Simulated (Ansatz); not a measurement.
Cl4V (SMILES [Cl][V]([Cl])([Cl])[Cl]), doublet, geometry from GFN2-xTB (such geometries of metal compounds can be far from the true shape); Ansatz (a program for electronic structure) with PBE/pcseg-1.

Ansatz was given this input:
Ansatz 0.2 input:
```yaml
crystal:
  periodic: [false, false, false]
  atoms:
    - {symbol: V, position_ang: [0.00000000, 0.00000000, 0.00000000]}
    - {symbol: Cl, position_ang: [1.68640898, -0.39049992, -1.07430154]}
    - {symbol: Cl, position_ang: [0.63181644, 0.30687967, 1.91238648]}
    - {symbol: Cl, position_ang: [-0.90946576, 1.55036739, -0.95907361]}
    - {symbol: Cl, position_ang: [-1.40875965, -1.46674714, 0.12098867]}
basis:
  gaussian:
    orbitals: pcseg-1.json
hamiltonian:
  xc: pbe
magnetization: {spin_polarized: true, initial_magnetization: 1}
```
The basis file holds pcseg-1 in the JSON format of the Basis Set Exchange.

It wrote (shortened):

```
Functional definition: PBE
1221 factors; their error is unknown
mean field evaluation 1: about -75742.0726 eV, gradient 5.5e1 eV
mean field evaluation 2: about -75659.6241 eV, gradient 1.1e2 eV
mean field evaluation 4: about -75733.0858 eV, gradient 7.6e1 eV
mean field evaluation 8: about -75753.0834 eV, gradient 5.8e-2 eV
mean field evaluation 16: about -75753.0834 eV, gradient 9.2e-6 eV
mean field evaluation 32: about -75752.1279 eV, gradient 2.4e-1 eV
mean field evaluation 64: about -75753.0889 eV, gradient 1.7e-1 eV
mean field evaluation 96: about -75752.9646 eV, gradient 4.1e0 eV
mean field -75753.08344919 eV, -2783.8744694736 hartree, gradient 7.6e-6 eV, S^2 0.755427; 15 other end points of the search recorded, 0 dependent functions left out
reference -75753.08349470 eV, -2783.8744711460 hartree; 46, 45 occupied and 57, 58 virtual orbitals, 1221 factors
Total energy: -75753.08349470 eV, -2783.8744711460 hartree
```
